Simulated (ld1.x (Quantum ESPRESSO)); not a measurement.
**u(r) = r·R(r): atom against pseudo-atom (O (Z = 8))**

Columns: radius, all-electron u(r) and pseudo u(r) of the 2p shell (level -33.46 eV) of oxygen in the configuration [He] 2s2 2p2.5; PBE, non-relativistic, TM scheme, ld1.x (Quantum ESPRESSO) 7.5.

```
r (bohr)  all-electron  pseudo
   0.100        0.1192  0.0364
   0.200        0.3349  0.1401
   0.300        0.5421  0.2954
   0.400        0.7066  0.4788
   0.500        0.8232  0.6632
   0.600        0.8955  0.8229
   0.700        0.9295  0.9390
   0.800        0.9331  1.0022
   0.900        0.9141  1.0142
   1.000        0.8789  0.9839
   1.100        0.8331  0.9248
   1.200        0.7807  0.8503
   1.300        0.7249  0.7713
   1.400        0.6681  0.6950
   1.500        0.6119  0.6252
   1.600        0.5576  0.5628
   1.700        0.5059  0.5074
   1.800        0.4573  0.4575
   1.900        0.4120  0.4120
   2.000        0.3702  0.3702
   2.100        0.3319  0.3319
   2.200        0.2969  0.2969
   2.300        0.2649  0.2649
   2.400        0.2361  0.2361
   2.500        0.2100  0.2100
   2.600        0.1864  0.1864
```

**Question.** How many radial nodes do the two functions have?

**Answer.** The all-electron 2p function has n − l − 1 = 0; the pseudo-wave has 0.

**Question.** At about which radius was the pseudo-wave matched?

**Answer.** 2.00 bohr. The columns agree to 0.0005 from 1.80 bohr on; several derivatives are matched, so the curves merge somewhat inside the radius.

**Question.** Is the pseudo-wave norm-conserving?

**Answer.** Yes: the TM scheme keeps the norm inside the radius equal to the all-electron one, which fixes the energy derivative of the logarithmic derivative at the level.
